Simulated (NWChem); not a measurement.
System: Ge$_{3}$H$_{7}$, doublet; SMILES [GeH2][GeH2][GeH3]

```xyz
10

Ge     0.4887    -1.9803    -0.0230
Ge    -0.9005     0.0450    -0.0025
Ge     0.4217     2.1250    -0.0093
H      1.4001    -2.0589    -1.2880
H      1.4289    -2.0648     1.2203
H     -1.8342     0.0228    -1.2413
H     -1.8085     0.0153     1.2552
H     -0.5020     3.3698    -0.0092
H      1.3220     2.1829    -1.2664
H      1.3278     2.1867     1.2435
```
Atoms are numbered in this order, from 1.

Level: B3LYP/6-31G* (spherical d), spin-unrestricted (NWChem), optimised geometry, unscaled harmonic frequencies. 

### Question
List the harmonic frequencies with IR intensities, and the thermochemistry.

### Answer
| frequency (cm⁻¹) | IR intensity (km/mol) |
|---|---|
| 62 | 0.5 |
| 77 | 0.0 |
| 100 | 0.0 |
| 225 | 0.1 |
| 267 | 0.1 |
| 295 | 10.4 |
| 405 | 0.2 |
| 421 | 14.0 |
| 510 | 24.9 |
| 517 | 5.8 |
| 652 | 228.7 |
| 656 | 0.1 |
| 790 | 247.1 |
| 846 | 115.7 |
| 862 | 5.8 |
| 874 | 26.9 |
| 879 | 48.8 |
| 2019 | 123.7 |
| 2056 | 120.1 |
| 2079 | 108.2 |
| 2090 | 132.6 |
| 2095 | 106.0 |
| 2112 | 125.6 |
| 2120 | 200.1 |

The zero-point energy is 32.9 kcal/mol. The thermal correction to the enthalpy at 298.15 K (with zero-point energy) comes out as 38.6 kcal/mol, the heat capacity Cv comes out as 27.1 cal/(mol K) and the entropy at 298.15 K and 1 atm (symmetry number 1, electronic part: spin degeneracy alone) comes out as 94.3 cal/(mol K). The dipole moment is 0.31 D.

Rigid rotor and harmonic oscillator; modes under 100 cm⁻¹ make the entropy uncertain.
